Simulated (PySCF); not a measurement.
diphosphane (H₄P₂), SMILES PP. Atoms are numbered in the order given.

```xyz
6

P     -1.1175    -0.1312     0.0000
P      1.1175     0.1312     0.0000
H     -1.3225     0.8312     1.0246
H     -1.3225     0.8312    -1.0246
H      1.3225    -0.8312     1.0246
H      1.3225    -0.8312    -1.0246
```

Geometry optimised at B3LYP-D3(BJ)/def2-TZVP.

All values below come from PBE/pcJ-1 in PySCF.

Isotropic couplings with Fermi-contact, spin-dipole and both spin-orbit terms, one fixed conformer, no vibrational averaging. Isotopes: 1H, 31P.

Computed spin–spin coupling constants:
| pair | bonds apart | J (Hz) |
|---|---|---|
| P1–P2 | 1 | -9.9 |
| P1–H3 | 1 | 112.9 |
| P1–H4 | 1 | 112.9 |
| P2–H5 | 1 | 112.9 |
| P2–H6 | 1 | 112.9 |
| P1–H5 | 2 | 14.7 |
| P1–H6 | 2 | 14.7 |
| P2–H3 | 2 | 14.7 |
| P2–H4 | 2 | 14.7 |
| H3–H4 | 2 | -11.2 |
| H5–H6 | 2 | -11.2 |
| H3–H5 | 3 | -0.8 |
| H3–H6 | 3 | 17.7 |
| H4–H5 | 3 | 17.7 |
| H4–H6 | 3 | -0.8 |
